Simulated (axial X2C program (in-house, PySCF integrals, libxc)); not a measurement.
# Ω levels of FFeF⁺ from open-shell CI on d5 s0 p(π)0

Calculated with an in-house all-electron X2C program for linear molecules (integrals from PySCF): two-component X2C with atomic mean-field Coulomb and Gaunt terms, basis F dyall-v3z, Fe dyall-v3z (cores contracted in-house). Orbitals come from Hartree–Fock averaged over the configuration Fe d5 s0 p(π)0; CI then distributes these electrons over the d, s, p(π) shells of Fe.

F–Fe–F held linear, both bonds 1.685 Å (near the minimum of the configuration average).

Lowest levels of this model:

```csv
Ω,energy (cm⁻¹),g∥,configuration
1/2,0,2.00,100% d5
3/2,0,6.01,100% d5
5/2,1,10.01,100% d5
7/2,23194,10.00,100% d5
5/2,23390,6.01,100% d5
3/2,23610,2.01,100% d5
1/2,23847,2.00,100% d5
```

g∥ is the magnitude of 2⟨Lz + ge Sz⟩ for the +Ω component.

Problem. From Ω and g∥ of the lowest level, whose 2⟨Lz + ge Sz⟩ is positive, find ⟨Sz⟩ and ⟨Lz⟩ (ge = 2.0023).

Solution. Ω = ⟨Lz⟩ + ⟨Sz⟩ = 1/2 and ⟨Lz⟩ + ge⟨Sz⟩ = 1.000, so ⟨Sz⟩ = 0.50 and ⟨Lz⟩ = 0.00.

Occupations of the active spinors in the lowest level by ω, shell by shell in order of energy: -5/2: 0.39; -3/2: 0.61 0.39 0.00; -1/2: 0.61 0.40 0.00 0.00; 1/2: 0.41 0.60 0.00 0.00; 3/2: 0.41 0.59 0.00; 5/2: 0.59. The leading determinant has weight 0.11 among 649.

This point took 1.2 s on 1 thread of AMD EPYC 7B13 (Zen 3), on a shared host.

There is no dynamic correlation: spin–orbit spacings and, for f shells, spacings inside one term are the most reliable numbers, splittings between terms come out too wide, and energies between configurations are not reliable, so the lowest level need not be the ground state of the molecule. For d shells the ligand-field splittings (σ, π, δ) and their order can be off by a thousand cm⁻¹ or more. At most 4 roots were kept for each Ω > 0 (twice that for Ω = 0) within 3.2 eV of the lowest, so higher up levels can be missing between those listed; levels with Ω > 0 are doubly degenerate and listed once, Ω = 0 levels singly. Some active spinors are only partly of the character that their shell is named for, so the shell names and counts are nominal. States that fill the shells left empty in the average are placed too high. The molecule was held linear; bending was not examined.
